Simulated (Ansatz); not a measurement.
Computed with Ansatz on PBE0-D4/def2-TZVP structures; ΔE is electronic, products minus reactants. CBS: MP2 limit from def2 TZ/QZ plus the TZ coupled-cluster correction, frozen cores. DFT in def2-TZVPP. For Ti outer-core shells are correlated without core-valence functions, which leaves a few kJ/mol of doubt a bond. Scalar relativity is left out up to krypton. Each species was taken in one conformer, which may not be the lowest.

`[SH][Ti]([SH])([SH])[Cl]` + `S[SiH]1C=C1` → `[SH][Ti]([SH])([SH])[SH]` + `Cl[SiH]1C=C1`  (redistribution)

Q: Is it downhill or uphill in electronic energy at CCSD(T)/CBS, and by how much? (An estimate is asked.)

A: Ansatz gave: Uphill: ΔE = +4.9 kcal/mol.

Q: What do these levels give: PBE-D4, r2SCAN-D4, PBE0-D4, ωB97M-V, PBE, r2SCAN, MP2/def2-TZVPP, SCS-MP2/def2-TZVPP, CCSD(T)/def2-TZVPP, MP2/def2-QZVPP, HF/CBS(def2), MP2/CBS(def2)? (Estimate.)

A: Computed: PBE-D4 5.4, r2SCAN-D4 5.5, PBE0-D4 5.5, ωB97M-V 5.2, PBE 5.7, r2SCAN 5.6, MP2/def2-TZVPP 3.9, SCS-MP2/def2-TZVPP 4.4, CCSD(T)/def2-TZVPP 4.8, MP2/def2-QZVPP 4.0, HF/CBS(def2) 6.7, MP2/CBS(def2) 4.0 kcal/mol.

Largest T1 diagnostic among the species: 0.029, so the coupled-cluster value is less sure than usual.

In def2-TZVPP, CCSD(T) changes the Hartree–Fock value by −1.7 kcal/mol (the triples alone add −0.5 kcal/mol) and MP2 by −2.6 kcal/mol.
